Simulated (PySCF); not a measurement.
**Electron correlation in W (tungsten, neutral)**

[Xe] 4f14 5d4 6s1 7s1, high-spin 7D determinant (an excited configuration). Computed with PySCF 2.14 in aug-cc-pVTZ-PP with ECP60MDF (6s6p5d3f2g, 88 functions), with a scalar-relativistic core potential. Frozen: 5s2 5p6; 6 electrons correlated.

```json
{"level": "CCSD", "correlation energy (mhartree)": "-62.39"}
{"level": "(T)", "correlation energy (mhartree)": "-1.45"}
{"level": "CCSD(T)", "correlation energy (mhartree)": "-63.84"}
```

Diagnostics: T1 = 0.0097, D1 = 0.0320, largest double amplitude 0.035.

Question: Is a single reference adequate?

Answer: Yes, within this model without spin-orbit coupling: T1 lies below 0.03 and no double amplitude reaches 0.07.
